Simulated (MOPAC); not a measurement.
A run for MOPAC: AM1 on H5NOSn (SMILES [NH2][SnH2][OH]), a point of a torsion scan.

```
AM1 1SCF PRECISE CHARGE=0 THREADS=1
H5NOSn

N      1.41077950 1    -0.49838629 1     0.12728870 1
Sn    -0.30564970 1     0.54365152 1     0.04622426 1
O     -1.56659779 1    -0.77318184 1    -0.59233779 1
H      1.66576923 1    -0.95406493 1    -0.74008511 1
H      2.22168908 1     0.01966890 1     0.43507491 1
H     -0.51010817 1     1.79998708 1    -1.03926375 1
H     -0.66042380 1     0.98488590 1     1.61325087 1
H     -1.37342972 1    -1.67485070 1    -0.34238318 1
```

The log:

```
*******************************************************************************
 **                                                                           **
 **                              MOPAC v23.2.5                                **
 **                                                                           **
 *******************************************************************************
 ** MOPAC's Digital Object Identifier: https://doi.org/10.5281/zenodo.6511958 **
 **                                                                           **
 ** Please cite the open-source release paper for use of this MOPAC version:  **
 ** J. E. Moussa and J. J. P. Stewart (2026)                                  **
 ** MOPAC: An open-source semiempirical molecular orbital program             **
 ** J. Open Source Softw., 11(119), 8025, https://doi.org/10.21105/joss.08025 **
 *******************************************************************************

                              AM1 CALCULATION RESULTS

 *******************************************************************************
 *  AM1        - The AM1 Hamiltonian to be used
 *
 *
 *
 *                 CHARGE ON SYSTEM = 0
 *
 *
 *
 *  PRECISE    - TIGHTER CRITERIA TO BE USED
 *  1SCF       - DO 1 SCF AND THEN STOP
 *  THREADS=1  - MULTI-THREADING NOT USED
 *  T=         - A TIME OF 172800.0 SECONDS REQUESTED
 *  DUMP=N     - RESTART FILE WRITTEN EVERY 7200.0 SECONDS REQUESTED
 *******************************************************************************
AM1 1SCF PRECISE CHARGE=0 THREADS=1
 H5NOSn

   ATOM   CHEMICAL          X               Y               Z
  NUMBER   SYMBOL      (ANGSTROMS)     (ANGSTROMS)     (ANGSTROMS)

     1       N          1.41077950  *  -0.49838629  *   0.12728870  *
     2      Sn         -0.30564970  *   0.54365152  *   0.04622426  *
     3       O         -1.56659779  *  -0.77318184  *  -0.59233779  *
     4       H          1.66576923  *  -0.95406493  *  -0.74008511  *
     5       H          2.22168908  *   0.01966890  *   0.43507491  *
     6       H         -0.51010817  *   1.79998708  *  -1.03926375  *
     7       H         -0.66042380  *   0.98488590  *   1.61325087  *
     8       H         -1.37342972  *  -1.67485070  *  -0.34238318  *



          CARTESIAN COORDINATES

    NO.       ATOM           X           Y           Z

     1         N          1.4108     -0.4984      0.1273
     2        Sn         -0.3056      0.5437      0.0462
     3         O         -1.5666     -0.7732     -0.5923
     4         H          1.6658     -0.9541     -0.7401
     5         H          2.2217      0.0197      0.4351
     6         H         -0.5101      1.8000     -1.0393
     7         H         -0.6604      0.9849      1.6133
     8         H         -1.3734     -1.6749     -0.3424

  H: (AM1): M.J.S. DEWAR ET AL, J. AM. CHEM. SOC. 107 3902-3909 (1985)
  N: (AM1): M.J.S. DEWAR ET AL, J. AM. CHEM. SOC. 107 3902-3909 (1985)
  O: (AM1): M.J.S. DEWAR ET AL, J. AM. CHEM. SOC. 107 3902-3909 (1985)
 Sn: (AM1): J. J. P. STEWART, J. MOL. MOD., 10, 155-164 (2004)

           Empirical Formula: H5 N O Sn  =     8 atoms



      MOLECULAR POINT GROUP   :   C1


      RHF CALCULATION, NO. OF DOUBLY OCCUPIED LEVELS = 10


 -------------------------------------------------------------------------------
 AM1 1SCF PRECISE CHARGE=0 THREADS=1
 H5NOSn



     1SCF WAS SPECIFIED, SO BFGS WAS NOT USED
     SCF FIELD WAS ACHIEVED


                              AM1 CALCULATION
                                                       MOPAC v23.2.5 Linux




          FINAL HEAT OF FORMATION =        -17.36940 KCAL/MOL =     -72.67355 KJ/MOL


          COSMO AREA              =        106.27 SQUARE ANGSTROMS
          COSMO VOLUME            =         94.39 CUBIC ANGSTROMS

          IONIZATION POTENTIAL    =          9.099325 EV
          HOMO LUMO ENERGIES (EV) =         -9.099  0.280
          NO. OF FILLED LEVELS    =         10
          MOLECULAR WEIGHT        =        153.7356         POINT GROUP:  C1

          MOLECULAR DIMENSIONS (Angstroms)

            Atom       Atom       Distance
            H     8    H     5     4.04978
            H     4    H     7     3.75044
            H     6    H     5     2.70908


          SCF CALCULATIONS        =          1





   ATOM   CHEMICAL          X               Y               Z
  NUMBER   SYMBOL      (ANGSTROMS)     (ANGSTROMS)     (ANGSTROMS)

     1       N          1.41077950  *  -0.49838629  *   0.12728870  *
     2      Sn         -0.30564970  *   0.54365152  *   0.04622426  *
     3       O         -1.56659779  *  -0.77318184  *  -0.59233779  *
     4       H          1.66576923  *  -0.95406493  *  -0.74008511  *
     5       H          2.22168908  *   0.01966890  *   0.43507491  *
     6       H         -0.51010817  *   1.79998708  *  -1.03926375  *
     7       H         -0.66042380  *   0.98488590  *   1.61325087  *
     8       H         -1.37342972  *  -1.67485070  *  -0.34238318  *

                             CARTESIAN COORDINATES

   1    N        1.410779500    -0.498386290     0.127288700
   2   Sn       -0.305649700     0.543651520     0.046224260
   3    O       -1.566597790    -0.773181840    -0.592337790
   4    H        1.665769230    -0.954064930    -0.740085110
   5    H        2.221689080     0.019668900     0.435074910
   6    H       -0.510108170     1.799987080    -1.039263750
   7    H       -0.660423800     0.984885900     1.613250870
   8    H       -1.373429720    -1.674850700    -0.342383180


           Empirical Formula: H5 N O Sn  =     8 atoms



      MOLECULAR POINT GROUP   :   C1


                  EIGENVALUES
 -34.11467 -31.01037 -16.20966 -15.13812 -14.37853 -11.86376 -11.38165 -10.85148
  -9.85631  -9.09933   0.28008   4.72134   5.35841   5.88439   6.52169   6.87963
   7.61388


              NET ATOMIC CHARGES AND DIPOLE CONTRIBUTIONS

  ATOM NO.   TYPE          CHARGE      No. of ELECS.   s-Pop       p-Pop
    1          N          -0.815394        5.8154     1.60318     4.21222
    2         Sn           2.073125        1.9269     1.04828     0.87860
    3          O          -0.856922        6.8569     1.84067     5.01625
    4          H           0.115727        0.8843     0.88427
    5          H           0.118725        0.8813     0.88128
    6          H          -0.396811        1.3968     1.39681
    7          H          -0.425830        1.4258     1.42583
    8          H           0.187380        0.8126     0.81262
 DIPOLE           X         Y         Z       TOTAL
 POINT-CHG.     1.159     3.076     0.610     3.343
 HYBRID         0.883    -1.135    -0.555     1.542
 SUM            2.042     1.941     0.054     2.818


          ATOMIC ORBITAL ELECTRON POPULATIONS

     Atom    s        px        py        pz
    1  N   1.60318   1.25118   1.57424   1.38679
    2 Sn   1.04828   0.23506   0.29629   0.34725
    3  O   1.84067   1.84164   1.28039   1.89422
    4  H   0.88427
    5  H   0.88128
    6  H   1.39681
    7  H   1.42583
    8  H   0.81262

 **********************
 *                    *
 * JOB ENDED NORMALLY *
 *                    *
 **********************




 == MOPAC DONE ==
```

The run finished.

Cost: roughly 0.020 core-seconds.
